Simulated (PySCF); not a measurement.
# [BiBr2]+, singlet: computed properties

Computed with PySCF, PBE0, basis Bi def2-TZVP with ECP60, Br def2-TZVP (scalar-relativistic core potentials, no spin–orbit coupling, density fitting).

The structure is a minimum.

```json
{
 "Point group": "C2v",
 "Bond lengths": "Bi–Br 2.493 Å (×2)",
 "Bond angles": "Br–Bi–Br 100.7°",
 "Heat capacity Cp at 298.15 K": "56.0 J/(mol K)",
 "Entropy at 298.15 K and 1 bar": "332.0 J/(mol K)",
 "Enthalpy at 298.15 K above 0 K": "14.40 kJ/mol",
 "Dipole moment about the centre of mass": "2.60 D",
 "Principal polarisabilities": "44.3, 70.6, 107.2 bohr³",
 "Rotational constants": "0.07414, 0.02898, 0.02084 cm⁻¹",
 "Principal quadrupole moments (Buckingham, traceless) about the centre of mass": "-4.11, 1.72, 2.40 D Å",
 "Highest occupied level": "-13.67 eV",
 "Lowest empty level": "-9.76 eV",
 "Rotational symmetry number": "2",
 "Zero-point energy": "3.6 kJ/mol"
}
```

Harmonic modes (masses in u: Bi 208.980, Br 78.918):
```
symmetry  ω (cm⁻¹)  IR (km/mol)
      a1        81          0.6
      b2       261         33.3
      a1       266          7.9
```

In C2v the vibrations span 2a1 + b2. Here b1 is antisymmetric to the molecular plane and b2 lies in it.

Charges (e):
| atom | Mulliken | Löwdin | polar tensor | Mayer order to Bi1 |
| --- | --- | --- | --- | --- |
| Bi1 | 1.12 | 0.68 | 1.48 | – |
| Br2,3 | -0.06 | 0.16 | -0.24 | 1.37 |

Mulliken populations on Bi1 (electrons outside its core potential): s 3.90, p 7.76, d 10.16, f 0.06.

Outer orbital energies (eV). occupied: -26.76, -22.64, -15.98, -15.23, -14.71, -13.92, -13.82, -13.67; empty: -9.76, -7.24, -6.91, -1.58.

Counting electrons, bismuth keeps 2 of its valence electrons outside its bonds, so the VSEPR class is AX2E1 and the expected shape is bent (C2v), as computed.

This need not be the most stable arrangement of these atoms. No spin–orbit coupling is included, which matters more the heavier the element.

The final relaxation and frequency run took of the order of 2.6 core-minutes on a shared host.
